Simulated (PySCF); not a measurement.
# A search over the determinants of CsCd⁺

Unrestricted PBE0; PySCF, scalar-relativistic core potentials, basis sets Cs def2-SVP with ECP46, Cd def2-SVP with ECP28. Outer shells of the fragments: Cs+ closed shells only; Cd 4d10 5s2.

Followed along the bond (rough minima from three points):

| 2Ms+1 | unpaired | ⟨S²⟩ at the start | R at minimum (Å) | Te (eV) |
| --- | --- | --- | --- | --- |
| 1 | none | 0.00 | 4.10 | 0.00 |
| 3 | σ ↑↑ | 2.00 | none in the scan | ≤ 3.54 |

Solutions found at the starting distance of 3.705 Å, counted from the lowest of them; the search is not exhaustive and high or unbound solutions are not listed, so other states can lie among these:

| 2Ms+1 | unpaired | term | E (eV) | ⟨S²⟩ | ⟨Lz²⟩ | μ (D) |
| --- | --- | --- | --- | --- | --- | --- |
| 1 | none | ¹Σ⁺ | 0.00 | 0.00 | 0.00 | -5.90 |
| 3 | σ ↑↑ | ³Σ⁺ | 3.76 | 2.00 | 0.00 | -4.97 |
| 3 | σ ↑, π ↑ | ³Π | 4.04 | 2.00 | 1.00 | -5.93 |
| 1 | σ ↓, π ↑ | mixed | 4.64 | 1.00 | 1.00 | -5.47 |
| 3 | σ ↑, δ ↑ | ³Δ | 7.40 | 2.00 | 4.00 | 8.88 |

A term symbol is given only where ⟨S²⟩ and ⟨Lz²⟩ are close to those of a pure state; real π, δ and φ orbitals otherwise mix terms. A positive dipole points towards Cd; it is taken about the centre of mass and depends on that origin.

Spin–orbit coupling is left out. Counting both spins, an empty level lies below a filled one in some of these solutions, because spin and occupation are held.
